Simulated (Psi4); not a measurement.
AlF3, singlet, at a GFN2-xTB geometry (such geometries of metal compounds can be far from the true shape); R2SCAN/aug-cc-pVDZ (Psi4 1.11).

Input for Psi4:
```
memory 2 GB

molecule {
0 1
  Al    0.00000000   -0.00000000   -0.00000000
  F    -0.02093275    1.63085400    0.03791596
  F     1.42318261   -0.79710311   -0.02717492
  F    -1.40224986   -0.83375089   -0.01074104
}

set basis aug-cc-pvdz

energy('r2scan')
print_variables()
```

Question: What does Psi4 print? Leave out banner, timings and long lists.

Answer: 
```
   => Loading Basis Set <=

    Name: AUG-CC-PVDZ
    Role: ORBITAL
    Keyword: BASIS

         ---------------------------------------------------------
                                   SCF
               by Justin Turney, Rob Parrish, Andy Simmonett
                          and Daniel G. A. Smith
                              RKS Reference
         ---------------------------------------------------------

  ==> Geometry <==

    Molecular point group: c2v
    Full point group: C2v

    Geometry (in Angstrom), charge = 0, multiplicity = 1:

       Center              X                  Y                   Z               Mass
    ------------   -----------------  -----------------  -----------------  -----------------
         AL          -0.000000000000     0.000000000000     0.000000000000    26.981538530000
         F           -0.000000000000     0.000000000000     1.631428996114    18.998403162730
         F            1.412858961001     0.000000000000    -0.815714498057    18.998403162730
         F           -1.412858961001    -0.000000000000    -0.815714498057    18.998403162730

  Running in c2v symmetry.

  Rotational constants: A =      0.22226  B =      0.22226  C =      0.11113 [cm^-1]
  Rotational constants: A =   6663.04102  B =   6663.04096  C =   3331.52050 [MHz]
  Nuclear repulsion =  159.358886009841854

  Charge       = 0
  Multiplicity = 1
  Electrons    = 40
  Nalpha       = 20
  Nbeta        = 20

  ==> Algorithm <==

  SCF Algorithm Type is DF.
  DIIS enabled.
  MOM disabled.
  Fractional occupation disabled.
  Guess Type is SAD.
  Energy threshold   = 1.00e-06
  Density threshold  = 1.00e-06
  Integral threshold = 1.00e-12

  ==> Primary Basis <==

  Basis Set: AUG-CC-PVDZ
    Blend: AUG-CC-PVDZ
    Number of shells: 38
    Number of basis functions: 96
    Number of Cartesian functions: 104
    Spherical Harmonics?: true
    Max angular momentum: 2

  ==> DFT Potential <==

   => LibXC <=

    Version 7.1.2
    S. Lehtola, C. Steigemann, M. J. T. Oliveira, and M. A. L. Marques,  SoftwareX 7, 1–5 (2018) (10.1016/j.softx.2017.11.002)

   => Composite Functional: R2SCAN <=

    r2SCAN Meta-GGA XC Functional  (0.1021/acs.jpclett.0c02405)
    J. W. Furness, A. D. Kaplan, J. Ning, J. P. Perdew, J. Sun  J. Phys. Chem. Lett.  11, 8208–8215, 2020

    Deriv               =              1
    GGA                 =           TRUE
    Meta                =           TRUE

    Exchange Hybrid     =          FALSE
    MP2 Hybrid          =          FALSE

   => Exchange Functionals <=

    1.0000   XC_MGGA_X_R2SCAN

   => Correlation Functionals <=

    1.0000   XC_MGGA_C_R2SCAN

   => LibXC Density Thresholds  <==

    XC_MGGA_C_R2SCAN:  1.00E-15
    XC_MGGA_X_R2SCAN:  1.00E-11

   => Molecular Quadrature <=

    Radial Scheme          =       TREUTLER
    Pruning Scheme         =           NONE
    Nuclear Scheme         =       TREUTLER

    Blocking Scheme        =         OCTREE
    BS radius alpha        =              1
    Pruning alpha          =              1
    Radial Points          =             75
    Spherical Points       =            302
    Total Points           =          88898
    Total Blocks           =            751
    Max Points             =            256
    Max Functions          =             96
    Weights Tolerance      =       1.00E-15

   => Loading Basis Set <=

    Name: (AUG-CC-PVDZ AUX)
    Role: JKFIT
    Keyword: DF_BASIS_SCF

  ==> Integral Setup <==

  SCF_SUBTYPE=INCORE selected. In-core MEM_DF algorithm will be used.
  Using in-core AOs.

  ==> MemDFJK: Density-Fitted J/K Matrices <==

    J tasked:                   Yes
    K tasked:                    No
    wK tasked:                   No
    Algorithm:                 Core
    Schwarz Cutoff:           1E-12
    Mask sparsity (%):       0.0000
    Fitting Condition:        1E-10

   => Auxiliary Basis Set <=

  Basis Set: (AUG-CC-PVDZ AUX)
    Blend: AUG-CC-PVDZ-JKFIT
    Number of shells: 124
    Number of basis functions: 386
    Number of Cartesian functions: 453
    Spherical Harmonics?: true
    Max angular momentum: 3

  Minimum eigenvalue in the overlap matrix is 1.1286385769E-03.
  Reciprocal condition number of the overlap matrix is 2.2372913444E-04.
    Using symmetric orthogonalization.

  ==> Pre-Iterations <==

  SCF Guess: Superposition of Atomic Densities via on-the-fly atomic UHF (no occupation information).

   -------------------------
    Irrep   Nso     Nmo
   -------------------------
     A1        40      40
     A2        11      11
     B1        27      27
     B2        18      18
   -------------------------
    Total      96      96
   -------------------------

  ==> Iterations <==

                           Total Energy        Delta E     RMS |[F,P]|

   @DF-RKS iter SAD:  -541.27786672914613   -5.41278e+02   0.00000e+00
   @DF-RKS iter   1:  -541.83705828996824   -5.59192e-01   1.59659e-02 DIIS/ADIIS
   @DF-RKS iter   2:  -541.23883349844027    5.98225e-01   3.01684e-02 DIIS/ADIIS
   @DF-RKS iter   3:  -542.06637717754222   -8.27544e-01   1.63370e-03 DIIS/ADIIS
   @DF-RKS iter   4:  -542.06845202964894   -2.07485e-03   1.92670e-04 DIIS/ADIIS
   @DF-RKS iter   5:  -542.06848409942927   -3.20698e-05   5.00950e-05 DIIS
   @DF-RKS iter   6:  -542.06848626429939   -2.16487e-06   4.50561e-06 DIIS
   @DF-RKS iter   7:  -542.06848627594286   -1.16435e-08   2.75049e-06 DIIS
   @DF-RKS iter   8:  -542.06848628286480   -6.92194e-09   4.23972e-08 DIIS
  Energy and wave function converged.

  ==> Post-Iterations <==

   Electrons on quadrature grid:
      Ntotal   =   39.9999778793 ; deviation = -2.212e-05

    Orbital Energies [Eh]
    ---------------------

    Doubly Occupied:

       1A1   -55.867297     2A1   -24.509961     1B1   -24.509912
       3A1   -24.509905     4A1    -4.159769     1B2    -2.702515
       2B1    -2.695425     5A1    -2.695418     6A1    -1.151052
       7A1    -1.139450     3B1    -1.139425     8A1    -0.475020
       9A1    -0.434156     4B1    -0.434144     2B2    -0.412439
       5B1    -0.397922    10A1    -0.397914     3B2    -0.392480
       1A2    -0.392462     6B1    -0.374813

    Virtual:

      11A1    -0.074731     4B2    -0.021443     7B1     0.023544
      12A1     0.023545     5B2     0.037653    13A1     0.048463
       8B1     0.100159    14A1     0.100163    15A1     0.113877
       2A2     0.116677     6B2     0.116691    16A1     0.129983
       9B1     0.129983    17A1     0.233071     7B2     0.250895
      18A1     0.252636    10B1     0.252637    11B1     0.282043
       8B2     0.289217     9B2     0.298159     3A2     0.298163
      12B1     0.320759    19A1     0.320777    20A1     0.332099
       4A2     0.384334    10B2     0.384356    21A1     0.388303
      13B1     0.388305    22A1     0.419064    14B1     0.493089
      23A1     0.493127    24A1     0.599431    15B1     0.717797
      25A1     0.717852    11B2     1.090582     5A2     1.090586
       6A2     1.111220    26A1     1.162883    16B1     1.162909
      17B1     1.173548    27A1     1.227357    28A1     1.260119
      18B1     1.260137    29A1     1.317891    12B2     1.325663
      13B2     1.365542     7A2     1.365548    19B1     1.381082
      20B1     1.442984    30A1     1.443007    14B2     1.459846
       8A2     1.551691    15B2     1.551830    31A1     1.760007
      21B1     1.760060    22B1     1.954798    32A1     1.954839
      33A1     2.002356    34A1     2.522278    35A1     2.641947
      23B1     2.641965    16B2     4.443312     9A2     4.443401
      10A2     4.443939    24B1     4.504497    36A1     4.504501
      37A1     4.524085    25B1     4.549291    17B2     4.578630
      26B1     4.611613    38A1     4.611644    11A2     4.631727
      18B2     4.631804    39A1     4.646548    40A1     4.806388
      27B1     4.806440

    Final Occupation by Irrep:
             A1    A2    B1    B2
    DOCC [    10,    1,    6,    3 ]
    NA   [    10,    1,    6,    3 ]
    NB   [    10,    1,    6,    3 ]

  @DF-RKS Final Energy:  -542.06848628286480

   => Energetics <=

    Nuclear Repulsion Energy =            159.3588860098418536
    One-Electron Energy =               -1073.1192655291940810
    Two-Electron Energy =                 421.7804958463592016
    DFT Exchange-Correlation Energy =     -50.0886026098718062
    Empirical Dispersion Energy =           0.0000000000000000
    VV10 Nonlocal Energy =                  0.0000000000000000
    Total Energy =                       -542.0684862828647965

Computation Completed

Properties will be evaluated at   0.000000,   0.000000,   0.000000 [a0]

Properties computed using the SCF density matrix

 Multipole Moments:

 ------------------------------------------------------------------------------------
     Multipole            Electronic (a.u.)      Nuclear  (a.u.)        Total (a.u.)
 ------------------------------------------------------------------------------------

 L = 1.  Multiply by 2.5417464519 to convert [e a0] to [Debye]
 Dipole X            :          0.0000000            0.0000000            0.0000000
 Dipole Y            :          0.0000000            0.0000000            0.0000000
 Dipole Z            :          0.0003293           -0.0000000            0.0003293
 Magnitude           :                                                    0.0003293

 ------------------------------------------------------------------------------------

  Variable Map:
  ----------------------------------------------------------------------------
  "CURRENT ENERGY"              =>    -542.068486282865
  "CURRENT REFERENCE ENERGY"    =>    -542.068486282865
  "DD SOLVATION ENERGY"         =>       0.000000000000
  "DFT FUNCTIONAL TOTAL ENERGY" =>    -542.068486282865
  "DFT TOTAL ENERGY"            =>    -542.068486282865
  "DFT VV10 ENERGY"             =>       0.000000000000
  "DFT XC ENERGY"               =>     -50.088602609872
  "GRID ELECTRONS ALPHA"        =>      19.999988939631
  "GRID ELECTRONS BETA"         =>      19.999988939631
  "GRID ELECTRONS TOTAL"        =>      39.999977879261
  "NUCLEAR REPULSION ENERGY"    =>     159.358886009842
  "ONE-ELECTRON ENERGY"         =>   -1073.119265529194
  "PCM POLARIZATION ENERGY"     =>       0.000000000000
  "PE ENERGY"                   =>       0.000000000000
  "SCF ITERATION ENERGY"        =>    -542.068486282865
  "SCF ITERATIONS"              =>       8.000000000000
  "SCF TOTAL ENERGY"            =>    -542.068486282865
  "TWO-ELECTRON ENERGY"         =>     421.780495846359
  "XC GRID RADIAL POINTS"       =>      75.000000000000
  "XC GRID SPHERICAL POINTS"    =>     302.000000000000
  "XC GRID TOTAL POINTS"        =>   88898.000000000000

  Array Variable Map:
  ----------------------------------------------------------------------------
  "CURRENT DIPOLE"              =>       0.000000000000 ... 0.000329309563 1 by 3
  "SCF DIPOLE"                  =>       0.000000000000 ... 0.000329309563 1 by 3
  "SCF TOTAL ENERGIES"          =>    -541.277866729146 ... -542.068486282865 1 by 9
```
